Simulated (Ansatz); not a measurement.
**Molecular dynamics of AgBr**

Input file:

```yaml
crystal:
  periodic: [false, false, false]
  atoms:
    - { symbol: Br, position_ang: [1.044322, -0.394906, 0.521253] }
    - { symbol: Ag, position_ang: [-1.014822, 0.334706, -0.517153] }
basis:
  gaussian: { orbitals: def2-SVP }
hamiltonian:
  xc: pbe0
  dispersion: d4
md:
  timestep: 1.0
  n_steps: 250
  ensemble: nvt_nose_hoover
  temperature: 1000.0
  initial_velocities: maxwell_boltzmann
  seed: 358739
  nose_hoover: { tau: 100.0, chain_length: 5 }
scf:
  lower_state_search: "off"
```

Launched with:

```bash
$ ansatz run input.yaml --threads 1 --pin off --max-ram 2048MiB --backend cpu --events-out ev --progress --plain --runs-dir out
```

It starts from a relaxed structure.

Output, in part (one step line in 9, the closing report, with atoms numbered from 0):

```
md step     0: t =     0.00 fs  T =  1000.0 K  F+E_penalty+E_count = -74029.55704326 eV  E_kin = 0.043087 eV  conserved = -74029.51395660 eV  (15 SCF iters)
md step     9: t =     9.00 fs  T =   837.0 K  F+E_penalty+E_count = -74029.55000370 eV  E_kin = 0.036062 eV  conserved = -74029.51395120 eV  (15 SCF iters)
md step    18: t =    18.00 fs  T =   487.9 K  F+E_penalty+E_count = -74029.53487092 eV  E_kin = 0.021021 eV  conserved = -74029.51394378 eV  (15 SCF iters)
md step    27: t =    27.00 fs  T =   156.2 K  F+E_penalty+E_count = -74029.52043238 eV  E_kin = 0.006730 eV  conserved = -74029.51393822 eV  (14 SCF iters)
md step    36: t =    36.00 fs  T =     2.1 K  F+E_penalty+E_count = -74029.51373295 eV  E_kin = 0.000090 eV  conserved = -74029.51393585 eV  (10 SCF iters)
md step    45: t =    45.00 fs  T =    99.0 K  F+E_penalty+E_count = -74029.51784984 eV  E_kin = 0.004265 eV  conserved = -74029.51393728 eV  (14 SCF iters)
md step    54: t =    54.00 fs  T =   422.8 K  F+E_penalty+E_count = -74029.53116626 eV  E_kin = 0.018218 eV  conserved = -74029.51394219 eV  (14 SCF iters)
md step    63: t =    63.00 fs  T =   844.7 K  F+E_penalty+E_count = -74029.54738190 eV  E_kin = 0.036395 eV  conserved = -74029.51394982 eV  (15 SCF iters)
md step    72: t =    72.00 fs  T =  1144.0 K  F+E_penalty+E_count = -74029.55682718 eV  E_kin = 0.049290 eV  conserved = -74029.51395648 eV  (14 SCF iters)
md step    81: t =    81.00 fs  T =  1099.9 K  F+E_penalty+E_count = -74029.55079851 eV  E_kin = 0.047393 eV  conserved = -74029.51395608 eV  (14 SCF iters)
md step    90: t =    90.00 fs  T =   678.0 K  F+E_penalty+E_count = -74029.52911742 eV  E_kin = 0.029213 eV  conserved = -74029.51394359 eV  (15 SCF iters)
md step    99: t =    99.00 fs  T =   164.5 K  F+E_penalty+E_count = -74029.50518086 eV  E_kin = 0.007086 eV  conserved = -74029.51392681 eV  (14 SCF iters)
md step   108: t =   108.00 fs  T =    18.0 K  F+E_penalty+E_count = -74029.49862890 eV  E_kin = 0.000774 eV  conserved = -74029.51392171 eV  (13 SCF iters)
md step   117: t =   117.00 fs  T =   465.5 K  F+E_penalty+E_count = -74029.51649996 eV  E_kin = 0.020058 eV  conserved = -74029.51393501 eV  (15 SCF iters)
md step   126: t =   126.00 fs  T =  1268.5 K  F+E_penalty+E_count = -74029.54383724 eV  E_kin = 0.054656 eV  conserved = -74029.51395226 eV  (15 SCF iters)
md step   135: t =   135.00 fs  T =  1936.5 K  F+E_penalty+E_count = -74029.55704930 eV  E_kin = 0.083436 eV  conserved = -74029.51395490 eV  (22 SCF iters)
md step   144: t =   144.00 fs  T =  2116.3 K  F+E_penalty+E_count = -74029.54324956 eV  E_kin = 0.091183 eV  conserved = -74029.51394208 eV  (22 SCF iters)
md step   153: t =   153.00 fs  T =  1776.6 K  F+E_penalty+E_count = -74029.50619787 eV  E_kin = 0.076546 eV  conserved = -74029.51392347 eV  (16 SCF iters)
md step   162: t =   162.00 fs  T =  1123.9 K  F+E_penalty+E_count = -74029.45965355 eV  E_kin = 0.048427 eV  conserved = -74029.51390701 eV  (15 SCF iters)
md step   171: t =   171.00 fs  T =   441.9 K  F+E_penalty+E_count = -74029.41912345 eV  E_kin = 0.019039 eV  conserved = -74029.51389646 eV  (14 SCF iters)
md step   180: t =   180.00 fs  T =    24.0 K  F+E_penalty+E_count = -74029.39782876 eV  E_kin = 0.001036 eV  conserved = -74029.51389166 eV  (13 SCF iters)
md step   189: t =   189.00 fs  T =   233.0 K  F+E_penalty+E_count = -74029.40565707 eV  E_kin = 0.010038 eV  conserved = -74029.51389335 eV  (14 SCF iters)
md step   198: t =   198.00 fs  T =  1597.9 K  F+E_penalty+E_count = -74029.44727339 eV  E_kin = 0.068847 eV  conserved = -74029.51390385 eV  (15 SCF iters)
md step   207: t =   207.00 fs  T =  4581.6 K  F+E_penalty+E_count = -74029.51309978 eV  E_kin = 0.197405 eV  conserved = -74029.51393098 eV  (22 SCF iters)
md step   216: t =   216.00 fs  T =  8292.8 K  F+E_penalty+E_count = -74029.55700784 eV  E_kin = 0.357308 eV  conserved = -74029.51398280 eV  (22 SCF iters)
md step   225: t =   225.00 fs  T =  9098.3 K  F+E_penalty+E_count = -74029.48218474 eV  E_kin = 0.392013 eV  conserved = -74029.51401136 eV  (22 SCF iters)
md step   234: t =   234.00 fs  T =  4502.5 K  F+E_penalty+E_count = -74029.23993012 eV  E_kin = 0.193999 eV  conserved = -74029.51384011 eV  (22 SCF iters)
md step   243: t =   243.00 fs  T =    85.2 K  F+E_penalty+E_count = -74029.04334658 eV  E_kin = 0.003671 eV  conserved = -74029.51358455 eV  (15 SCF iters)
md step   250: t =   250.00 fs  T =  1733.3 K  F+E_penalty+E_count = -74029.11334881 eV  E_kin = 0.074682 eV  conserved = -74029.51368547 eV  (23 SCF iters)
Total energy: -74029.11337635 eV, -2720.5197378457 hartree
Atom 0 at     0.922564    -0.351764     0.459851 Å, force     3.647509    -1.292414     1.839403 eV/Å
Atom 1 at    -0.924629     0.302748    -0.471669 Å, force    -3.647509     1.292414    -1.839403 eV/Å
Dipole moment:    -0.805447     0.285392    -0.406179 e Å
```

All steps were run. The conserved energy stayed within 0.19 meV per atom of its start (net change 0.14 meV per atom), so the integration is sound. The mean temperature of the second half is 166 % above the set value. A run of 0.25 ps of so small a system gives no equilibrium averages.

The same pairs are bonded in the first frame and the last. Pairs count as bonded within 1.25 times the sum of covalent radii (0.12 Å more for H–H).

Last frame:

```xyz
2
Properties=species:S:1:pos:R:3
Br 0.923 -0.352 0.460
Ag -0.925 0.303 -0.472
```

The run took 3.3 min on 1 thread of AMD EPYC 9R45 96-Core Processor (Zen 5), with other jobs on the host, peak memory 0.22 GiB.
